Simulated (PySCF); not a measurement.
## Silicon: highly charged ions in a basis for the neutral atom

Si⁸⁺ [He] 2s2 2p2, Si⁹⁺ [He] 2s2 2p1. All numbers are calculated (PySCF 2.14, no relativity, point nucleus, in def2-SVP (4s3p1d, 18 functions)). No spin-orbit coupling, so a gap to NIST mixes the basis error with missing relativistic terms.

Changed run: basis of the neutral atom used for a highly charged ion. This setting is unsound on purpose.

```csv
species,method,sound run (hartree),changed run (hartree),converged
Si⁸⁺,UHF,not run,-250.67493,yes
Si⁸⁺,PBE,not run,-250.72771,yes
Si⁸⁺,LDA,not run,-249.71517,yes
Si⁹⁺,UHF,not run,-237.71280,yes
Si⁹⁺,PBE,not run,-237.74363,yes
Si⁹⁺,LDA,not run,-236.73852,yes
```

Ionisation energy of Si⁸⁺:

```tsv
method	changed run (eV)	NIST (eV)
UHF	352.72	351.28 ± 0.06
PBE	353.31	351.28 ± 0.06
LDA	353.11	351.28 ± 0.06
```

The contracted functions were made for the neutral atom and can be too rigid for a highly charged ion.
